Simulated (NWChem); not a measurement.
System: SiOH, doublet; SMILES O=[SiH]

NWChem input:

```
start job
memory heap 200 mb stack 900 mb global 1100 mb
geometry units angstroms noautoz
  O     -0.057603    -1.025260     0.000000
  Si     0.164965     0.498836     0.000000
  H     -1.059680     1.425917     0.000000
end
basis spherical
  * library 6-31g*
end
dft
  odft
  mult 2
  xc xpbe96 cpbe96
  iterations 150
  mulliken
end
task dft energy
```

In the optimisation the excess spin sits in a' (Cs, its own frame). All runs use the structure optimised with PBE0/def2-SVP, spin-unrestricted. No stability test was run on the SCF state.

Problem. Predict the main results of this run. (PBE/6-31G* (spherical d), spin-unrestricted.) Quantities: energy (Ha); highest occupied level (eV); lowest empty minus highest occupied level, either spin (eV); dipole (D); <S²>.

Solution. 
```json
{
 "energy (Ha)": "-365.02",
 "highest occupied level (eV)": "-5.74",
 "lowest empty minus highest occupied level, either spin (eV)": "1.33",
 "dipole (D)": "2.68",
 "<S²>": "0.753"
}
```
